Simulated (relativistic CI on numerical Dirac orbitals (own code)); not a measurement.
# Radial parameters of Si⁷⁺

Calculated at this level of theory: Dirac-Coulomb-Breit CI, separate exchange-only KLI orbitals for each configuration, model QED (radiative potential, 1s self-energy scaled to tabulated hydrogen-like ionisation energies), unscaled Slater integrals (own radial code, finite nucleus).

Slater integrals F^k, G^k are unscaled and averaged over j, outside the closed core 1s2; ζ comes from projecting the Hamiltonian with its Breit term on Σ l·s of the shell.

- 2s²2p³: F^2(2p,2p) = 202830, ζ(2p) = 4015.3 cm⁻¹; <r>(2p) = 0.465, <r^2>(2p) = 0.2648 (bohr units).
- 2s2p⁴: F^2(2p,2p) = 201580, G^1(2s,2p) = 235730, ζ(2p) = 3943.5 cm⁻¹; <r>(2s) = 0.519, <r^2>(2s) = 0.317, <r>(2p) = 0.4677, <r^2>(2p) = 0.268 (bohr units).
- 2p⁵: ζ(2p) = 3879.3 cm⁻¹; <r>(2p) = 0.4716, <r^2>(2p) = 0.2727 (bohr units).

Averages of the first 10 configurations, taken without configuration mixing, which lowers the lowest level and can move excited configurations by several eV; other configurations of the list can lie among them:

```tsv
Configuration	Parity	States	Average energy above the lowest level (eV)
2s²2p³	odd	20	9.7
2s2p⁴	even	30	52.3
2p⁵	odd	6	103.8
2s²2p²3s	even	30	183.0
2s²2p²3p	odd	90	194.4
2p⁴3s	even	30	267.2
2s²2p²3d	even	150	206.9
2p⁴3p	odd	90	277.3
2p⁴3d	even	150	289.5
2s2p³3s	odd	80	220.6
```
